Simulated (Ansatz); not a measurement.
The cluster Hg₃TeBr₄⁻. The state is a doublet with charge -1. Geometry PBE-D4/def2-SVP, that of the neutral singlet; atoms count from 1.

Cartesian coordinates in Å:
```
Hg -0.672 1.485 1.482
Hg 2.219 -0.185 -0.512
Hg -1.471 -0.889 -1.547
Te 0.226 1.187 -1.678
Br 4.068 -1.515 0.429
Br -3.043 0.865 1.085
Br 1.638 1.900 2.297
Br -2.964 -2.847 -1.556
```

In the def2 sets Hg, Te take a core potential; there is no spin–orbit coupling. The structure comes from a short search, and lower isomers may exist.

(1) Estimate the Mulliken populations from the PBE0/def2-SVP orbitals of Ansatz.

(2) Where does the spin sit?

(3) And the Mayer bond orders between bonded heavy atoms (over 0.3)?

Results:

(1) 
```csv
atom,charge (e),spin (α − β),d electrons
Hg1,0.30,0.19,9.98
Hg2,0.23,0.17,9.96
Hg3,0.24,0.16,9.96
Te4,-0.25,0.18,–
Br5,-0.41,0.08,–
Br6,-0.35,0.07,–
Br7,-0.35,0.07,–
Br8,-0.41,0.07,–
```
Mulliken values and Mayer orders depend strongly on the basis.

(2) Summed by element: Hg 0.53, Te 0.18, Br 0.29, of 1 unpaired in all. Largest on single atoms: Hg1 0.19, Te4 0.18, Hg2 0.17.

(3) Hg1–Br6 0.69 (2.48 Å); Hg1–Br7 0.69 (2.49 Å); Hg2–Te4 0.68 (2.69 Å); Hg2–Br5 0.74 (2.46 Å); Hg3–Te4 0.70 (2.68 Å); Hg3–Br8 0.74 (2.46 Å). Values over 0.3 also appear between atoms too far apart for a bond (Hg1–Te4 0.33 at 3.30 Å); they arise where an orbital or an unpaired electron spreads over both atoms.
